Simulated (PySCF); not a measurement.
A structure optimised at PBE0-D3(BJ)/def2-SVP, used in a PySCF frequency run:

```
O
Si 1 1.6549
O 2 1.6570 1 111.81
H 3 0.9615 2 117.13 1 68.59
Si 1 1.6600 2 143.28 3 67.26
H 2 1.4852 1 110.07 5 -49.26
H 2 1.4889 6 112.53 3 -121.40
H 5 1.4899 1 108.49 2 153.25
H 5 1.4930 8 109.24 1 -120.07
H 5 1.4948 8 109.46 9 -119.36
```

Task: Write its SMILES and formula.

Result: O[SiH2]O[SiH3], H6O2Si2

Task: What are its rotational constants (standard atomic weights)?

Result: 11.681, 2.1359, 1.9326 GHz
